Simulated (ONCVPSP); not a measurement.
Before and after: ONCV potential for S

S (Z = 16), optimised norm-conserving Vanderbilt (ONCV), made with ONCVPSP 4.0.1 (PBE, scalar-relativistic). Core [Ne], reference 3s2 3p3 (charge +1). Waves: 3s: rc 1.35 bohr, ncon 3, nbas 6, qcut 6.1 1/bohr, 2 projectors, debl 3.4 Ha; 3p: rc 1.50 bohr, ncon 4, nbas 8, qcut 5.2 1/bohr, 2 projectors, debl 2.8 Ha. Local part: polynomial inside 1.00 bohr (lpopt 5, dvloc0 2 Ha). Core correction: Teter function, fcfact 3.25, rcfact 1.1.

All-electron outer shells of the reference configuration (PBE, scalar-relativistic, ld1.x):

```json
{"shell": "2s", "level (eV)": "-223.45", "outermost node (bohr)": "0.13", "outermost maximum (bohr)": "0.39"}
{"shell": "2p", "level (eV)": "-168.27", "outermost node (bohr)": "–", "outermost maximum (bohr)": "0.33"}
{"shell": "3s", "level (eV)": "-27.63", "outermost node (bohr)": "0.60", "outermost maximum (bohr)": "1.39"}
{"shell": "3p", "level (eV)": "-16.80", "outermost node (bohr)": "0.58", "outermost maximum (bohr)": "1.55"}
```

Change: local potential polynomial inside 1.00 bohr (lpopt 5, dvloc0 -2 Ha).

Cutoffs: the cutoffs (Ha) at which the residual kinetic energy of the hardest occupied pseudo-wave falls to 1 and 0.1 mHa per electron; they do not see the model core or the augmentation charge, which bear on the density cutoff. Errors are all-electron minus pseudo energies relative to the spin-unpolarised reference configuration.

Q: How do hardness, ghosts and transferability respond?

A: The potential gets neither clearly harder nor softer (14 Ha and 18 Ha → 14 Ha and 18 Ha); the lowest positive-energy flag moves from s at 118.3 eV to s at 59.0 eV; the errors of the 4 common tests hardly move; neither file shows a bound ghost.

| quantity | base | changed |
| --- | --- | --- |
| cutoff, loose | 14 Ha | 14 Ha |
| cutoff, tight | 18 Ha | 18 Ha |
| bound ghosts | none | none |
| GHOST(+) flags under 300 eV | s at 118.3 eV | s at 59.0 eV |
| error for 3s2 3p4, meV [ΔE -11.77 eV] | +1.2 | +1.2 |
| error for 3s2 3p2, meV [ΔE 22.28 eV] | +1.5 | +1.5 |
| error for 3s2 3p1, meV [ΔE 56.33 eV] | +19 | +19 |
| error for 3s0 3p6, meV [ΔE 8.97 eV] | +3.8 | +3.8 |
| s: phases at 1.37 bohr within 0.05 rad from the reference energy up to (Ha; the scan ends near 5) | 4.2 | to the end of the scan |
| p: phases at 1.52 bohr within 0.05 rad from the reference energy up to (Ha; the scan ends near 5) | 5.0 | 4.9 |
| rms error of d²Exc/dni dnj with the model core, mHa | 1.27 | 1.27 |
